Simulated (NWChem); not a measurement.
System: CH$_{6}$BNO; SMILES OB(N)C

Here is an NWChem input.

```
start job
memory heap 200 mb stack 900 mb global 1100 mb
geometry units angstroms noautoz
  B     -0.014638     0.073511     0.004356
  C      0.127774    -1.506002     0.000568
  H      1.171284    -1.854185    -0.018880
  H     -0.382333    -1.943884    -0.874541
  H     -0.349688    -1.945063     0.893336
  O     -1.247656     0.686116     0.024725
  H     -1.968567     0.052963     0.036578
  N      1.108752     0.919554    -0.012323
  H      1.020138     1.926898    -0.012418
  H      2.058578     0.581574    -0.031233
end
basis spherical
  B library 6-31g*
  C library 6-31g*
  H library 6-31g*
  O library 6-31g*
  N library 6-31g*
end
dft
  xc b3lyp
  iterations 150
  mulliken
end
task dft energy
```

Geometry: optimised at PBE0/def2-SVP.

Task: What results follow from this input? (B3LYP/6-31G* (spherical d).) Quantities: energy (Ha); highest occupied level (eV); orbital gap (eV); dipole (D).

Result: 
```
Item                           Value
---------------------------  -------
energy (Ha)                  -196.64
highest occupied level (eV)    -6.80
orbital gap (eV)                8.84
dipole (D)                      0.75
```
